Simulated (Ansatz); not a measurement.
The same path of FH + H2O + H6Si2 (13 atoms, charge 0, multiplicity 1) was run twice with different band settings. Lost on the way: Si1–H2, H6–F7, H8–O9. Made: Si1–F7, H2–H8, H6–O9.

Method: UKS revPBE-D4/6-31G* in Ansatz 0.2.0.

Relaxed end points:

```xyz
13
Properties=species:S:1:pos:R:3
Si -0.425 -1.056 1.189
H 1.028 -0.684 1.342
H -0.512 -2.442 0.634
H -0.981 -1.083 2.589
Si -1.561 0.538 -0.116
H 1.233 -0.274 -1.407
F 0.513 -0.917 -1.574
H 1.582 1.630 -0.729
O 2.216 0.889 -0.837
H -2.617 1.227 0.709
H -0.626 1.633 -0.565
H -2.227 -0.049 -1.319
H 2.377 0.590 0.084
```

```xyz
13
Properties=species:S:1:pos:R:3
Si -0.598 -1.406 0.384
H 2.432 1.672 1.755
H -1.639 -2.372 0.887
H 0.406 -1.206 1.487
Si -1.561 0.625 -0.307
H 1.218 -0.602 -1.573
F 0.163 -2.200 -0.857
H 1.757 1.655 1.432
O 1.245 0.319 -1.237
H -2.973 0.693 0.222
H -0.822 1.807 0.240
H -1.639 0.696 -1.803
H 2.010 0.319 -0.629
```

Common settings: movable images 9; climbing image yes; optimiser quadratic models (default); start path through a guess of the saddle point; force threshold 0.05 eV/Å; iteration limit 60; end points relaxed.

| run | spring |
| --- | --- |
| 1 | 5.0 eV/Å² |
| 2 | 20.0 eV/Å² |

Q: What does each run give, and how far can it be trusted?

A: Run 1: converged after 34 iterations, highest image 1.135 eV above the first end. Neighbouring images differ by up to 1.3 eV, so the band resolves the path poorly. A vibrational analysis at the climbing image gives one clearly imaginary mode, 899i cm⁻¹: a first-order saddle point.
Run 2: converged after 21 iterations, highest image 1.134 eV above the first end. Another band between the same ends (9 images) ends at a top of the same energy, where a vibrational analysis finds 1 clearly imaginary mode.
The orbitals stay closed-shell, which can raise the energy where a bond breaks towards radicals; this wasn't checked here.
